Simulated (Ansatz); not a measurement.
GeClF3. Total charge 0; singlet. Geometry PBE-D4/def2-SVP, basis def2-TZVP, Ansatz.

| run | HOMO (eV) | LUMO (eV) |
| --- | --- | --- |
| A | -9.09 | -3.34 |
| B | -14.25 | 2.01 |
| C | -12.09 | -1.23 |
| D | -10.66 | -2.27 |
| E | -8.93 | -3.31 |
| F | -13.55 | 0.16 |

LC-ωPBE has ω = 0.4 bohr⁻¹.

Task: The runs used BLYP, CAM-B3LYP, HF, LC-ωPBE, PBE, PBE0. Estimate which is which.

Result: A PBE (0 % exact exchange); B HF (100 % exact exchange); C CAM-B3LYP (range-separated); D PBE0 (25 % exact exchange); E BLYP (0 % exact exchange); F LC-ωPBE (range-separated). Exact exchange lowers occupied and raises empty levels; among semilocal functionals meta-GGAs tend to open the gap a little, and such runs are hard to tell apart. The gap grows from 5.62 eV (BLYP) to 16.26 eV (HF).
